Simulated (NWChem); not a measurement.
System: SiH₂F₂; SMILES F[SiH2]F

All runs: NWChem. Pople sets run with spherical d functions. Structure relaxed at the PBE-D3(BJ)/def2-SVP level. Level: PBE0/6-31+G*; rows give the wavelength of the field.

```csv
field,isotropic polarisability (bohr³),anisotropy (bohr³)
static,22.8,2.7
1065 nm,23.0,2.8
589 nm,23.3,2.9
400 nm,24.0,3.2
```
